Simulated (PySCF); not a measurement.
C7H4FNO.
Structure used (GFN2-xTB), in Å, numbered top down from 1:
```xyz
14
C7H4FNO angstrom
F     -0.7795    2.7941    0.2077
C     -0.6458    1.4619    0.1070
C     -1.7576    0.6524    0.0405
C     -1.6329   -0.7365   -0.0640
C     -0.4018   -1.3483   -0.1045
C      0.7294   -0.5353   -0.0390
C      2.1454   -0.7180   -0.0481
N      2.7585    0.4175    0.0406
O      1.8372    1.4154    0.1134
C      0.6113    0.8660    0.0675
H     -2.7326    1.1119    0.0702
H     -2.5312   -1.3321   -0.1126
H     -0.3038   -2.4190   -0.1848
H      2.7025   -1.6304   -0.1162
```

Vertical excitations from PySCF (density fitting, frozen core in the response, grid level 2 and gas phase unless stated; continuum runs use non-equilibrium linear response for the excitations) on a GFN2-xTB geometry. Reference run:

| settings | S1, eV (f) | S2, eV (f) | S3, eV (f) | S4, eV (f) | S5, eV (f) | S6, eV (f) | T1, eV (Tamm–Dancoff) | mean α (au) |
| --- | --- | --- | --- | --- | --- | --- | --- | --- |
| X3LYP/6-31G, level shift 0.1 Eh, start guess vsap, TDA, 6 singlets | 5.18 (0.042) | 5.79 (0.096) | 5.90 (0.011) | 6.90 (0.279) | 6.98 (0.092) | 7.17 (0.000) | – | 70.0 |

Q: What do these settings give: OPBE/3-21G, full TDDFT, 1 singlet?

A: 
```tsv
settings	S1, eV (f)	S2, eV (f)	S3, eV (f)	S4, eV (f)	S5, eV (f)	S6, eV (f)	T1, eV (Tamm–Dancoff)	mean α (au)
OPBE/3-21G, full TDDFT, 1 singlet	4.80 (0.046)	–	–	–	–	–	3.66	67.1
```

S1 moves by -0.38 eV; functional, basis and response scheme change together, so the shift can't be laid on one. States are counted by energy in each run and needn't keep their character from row to row.

Q: Which orbital pairs make up S1 in each run, and how does it sit against the orbital gap?

A: 
```tsv
settings	S1 configurations (weight)	S1 (eV)	orbital gap (eV)	S1 − gap (eV)
X3LYP/6-31G, level shift 0.1 Eh, start guess vsap, TDA, 6 singlets	H→L 0.53, H−1→L 0.21, H→L+1 0.13	5.18	5.68	-0.50
OPBE/3-21G, full TDDFT, 1 singlet	H→L 0.80	4.80	4.13	+0.67
```

